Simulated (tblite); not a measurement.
Record of a relaxation.

Species: C9H13P.
Atom-mapped SMILES: `[CH2:1]=[CH:2][c:3]1[cH:4][p:5]([CH3:6])[c:7]([CH3:8])[c:9]1[CH3:10]` (hydrogens: H11, H12 on C1; H13 on C2; H14 on C4; H15, H16, H17 on C6; H18, H19, H20 on C8; H21, H22, H23 on C10)

Computed with GFN2-xTB (tblite), gas phase: L-BFGS steps from a force-field or distance-geometry start until the largest atomic force falls under 0.01 eV/Å. 4 of its 66 geometries are shown.

Step 0: E = -771.4336 eV, largest atomic force 1.311 eV/Å
```
atom  x, y, z in Å  |  force x, y, z in eV/Å
C1     -2.623   -2.301    0.163   -0.394   0.951  -0.229
C2     -2.261   -1.051   -0.178   -0.056  -0.646   0.579
C3     -0.877   -0.606   -0.371   -0.303   0.246  -0.321
C4      0.037   -1.397   -0.951    1.158  -0.193   0.071
P5      1.666   -0.538   -1.159   -1.197   0.379  -0.378
C6      2.558   -1.191    0.297    0.436  -0.112   1.031
C7      0.898    0.998   -0.406    0.153  -0.902  -0.074
C8      1.725    2.235   -0.251   -0.339   0.123  -0.052
C9     -0.390    0.758   -0.089   -0.355   0.324   0.267
C10    -1.333    1.750    0.544    0.234   0.459   0.080
H11    -1.919   -3.101    0.318    0.013   0.079  -0.011
H12    -3.685   -2.539    0.303    0.655   0.048  -0.111
H13    -3.035   -0.297   -0.274    0.093  -0.002  -0.011
H14    -0.142   -2.424   -1.260    0.141   0.377   0.040
H15     1.953   -1.156    1.212   -0.038  -0.015  -0.234
H16     3.466   -0.603    0.492   -0.218  -0.077  -0.247
H17     2.866   -2.224    0.127   -0.074   0.072  -0.129
H18     2.538    2.056    0.450    0.073  -0.024  -0.011
H19     1.140    3.086    0.114    0.050  -0.219  -0.035
H20     2.154    2.523   -1.213    0.013  -0.111   0.085
H21    -1.761    1.351    1.466   -0.020  -0.123  -0.175
H22    -2.147    2.002   -0.146    0.113  -0.105   0.132
H23    -0.831    2.697    0.822   -0.140  -0.530  -0.268
```

Step 22: E = -771.5948 eV, largest atomic force 0.044 eV/Å
```
atom  x, y, z in Å  |  force x, y, z in eV/Å
C1     -2.621   -2.246    0.154   -0.009  -0.017  -0.006
C2     -2.260   -1.009   -0.162    0.002  -0.011   0.032
C3     -0.886   -0.598   -0.401    0.025  -0.004   0.027
C4      0.078   -1.409   -0.891    0.025  -0.005  -0.019
P5      1.626   -0.530   -1.159   -0.003  -0.003   0.014
C6      2.575   -1.183    0.305    0.006   0.003  -0.005
C7      0.886    0.952   -0.384    0.022  -0.026   0.005
C8      1.701    2.195   -0.233   -0.007  -0.023   0.000
C9     -0.416    0.755   -0.098    0.005   0.025  -0.016
C10    -1.345    1.743    0.530   -0.018   0.019  -0.005
H11    -1.894   -3.033    0.271   -0.001  -0.005  -0.007
H12    -3.648   -2.521    0.317   -0.025   0.022   0.000
H13    -3.008   -0.230   -0.239   -0.029  -0.009   0.004
H14    -0.075   -2.426   -1.209   -0.004   0.000  -0.003
H15     1.950   -1.148    1.197    0.044  -0.001  -0.006
H16     3.470   -0.581    0.446   -0.019  -0.002  -0.003
H17     2.868   -2.210    0.096   -0.008   0.027  -0.005
H18     2.527    2.026    0.459   -0.011   0.003  -0.002
H19     1.109    3.031    0.132    0.008  -0.005   0.009
H20     2.129    2.471   -1.197    0.002   0.002   0.014
H21    -1.787    1.322    1.434    0.004  -0.019  -0.011
H22    -2.155    1.993   -0.155   -0.008   0.017  -0.016
H23    -0.829    2.660    0.798   -0.001   0.012  -0.004
```

Step 43: E = -771.6015 eV, largest atomic force 0.025 eV/Å
```
atom  x, y, z in Å  |  force x, y, z in eV/Å
C1     -2.662   -2.249    0.149    0.006   0.006  -0.008
C2     -2.268   -1.012   -0.128   -0.002   0.008  -0.009
C3     -0.893   -0.611   -0.380   -0.006   0.001   0.008
C4      0.079   -1.425   -0.854   -0.012  -0.008   0.020
P5      1.614   -0.537   -1.149    0.001  -0.005  -0.018
C6      2.635   -1.164    0.274   -0.005   0.005   0.001
C7      0.878    0.941   -0.372   -0.001  -0.006   0.019
C8      1.700    2.175   -0.196    0.002   0.003  -0.002
C9     -0.430    0.750   -0.103   -0.002   0.000   0.007
C10    -1.370    1.754    0.484    0.004   0.011   0.000
H11    -1.964   -3.066    0.220   -0.007  -0.004  -0.003
H12    -3.698   -2.485    0.326    0.018  -0.010  -0.005
H13    -3.003   -0.217   -0.158   -0.005  -0.006  -0.009
H14    -0.069   -2.447   -1.159   -0.004  -0.013   0.005
H15     2.057   -1.135    1.195   -0.004  -0.003   0.014
H16     3.522   -0.542    0.369    0.007   0.001  -0.008
H17     2.940   -2.186    0.059   -0.001   0.001  -0.013
H18     2.522    1.981    0.495    0.001   0.011   0.003
H19     1.116    3.008    0.188   -0.002  -0.007   0.002
H20     2.136    2.471   -1.150   -0.002   0.000  -0.008
H21    -1.859    1.341    1.365    0.011   0.005   0.006
H22    -2.142    2.021   -0.238    0.005  -0.005  -0.015
H23    -0.849    2.662    0.773   -0.003   0.013   0.012
```

Step 65: E = -771.6029 eV, largest atomic force 0.009 eV/Å
```
atom  x, y, z in Å  |  force x, y, z in eV/Å
C1     -2.670   -2.253    0.133    0.000   0.003   0.002
C2     -2.278   -1.011   -0.122    0.002   0.001  -0.006
C3     -0.900   -0.609   -0.359    0.007  -0.002   0.003
C4      0.072   -1.432   -0.819    0.006   0.002  -0.007
P5      1.602   -0.544   -1.135   -0.005   0.004   0.007
C6      2.657   -1.168    0.264   -0.002   0.002  -0.002
C7      0.876    0.935   -0.355   -0.001   0.001   0.002
C8      1.698    2.172   -0.190    0.000  -0.002  -0.003
C9     -0.434    0.752   -0.090    0.000   0.000   0.000
C10    -1.373    1.768    0.478    0.000  -0.002   0.001
H11    -1.968   -3.067    0.204   -0.006  -0.004  -0.003
H12    -3.706   -2.499    0.292   -0.003  -0.001   0.002
H13    -3.015   -0.218   -0.155   -0.002   0.002  -0.002
H14    -0.079   -2.455   -1.119    0.002   0.003   0.006
H15     2.102   -1.144    1.199    0.006  -0.002   0.000
H16     3.543   -0.540    0.337    0.001  -0.004   0.004
H17     2.964   -2.187    0.037   -0.003   0.003  -0.001
H18     2.526    1.985    0.495    0.000   0.000  -0.004
H19     1.114    3.004    0.198   -0.001  -0.002   0.000
H20     2.124    2.467   -1.148    0.000   0.000  -0.002
H21    -1.876    1.366    1.357   -0.001   0.000   0.000
H22    -2.133    2.032   -0.258    0.001  -0.002   0.004
H23    -0.851    2.676    0.767   -0.002   0.000  -0.001
```

**Question.** Summarise the path.

**Answer.** The energy falls by 3.91 kcal/mol from step 0 to step 65; nine tenths of that is first reached at step 9. It falls at every step. The largest force goes from 1.311 to 0.009 eV/Å. Among the bonds C4–P5 changes most, from 1.854 to 1.797 Å; the atoms move by 0.111 Å rms after alignment.

The cost below is that of the whole relaxation. The run took 0.61 s of wall time on Arm Neoverse V1, one thread, shared host.
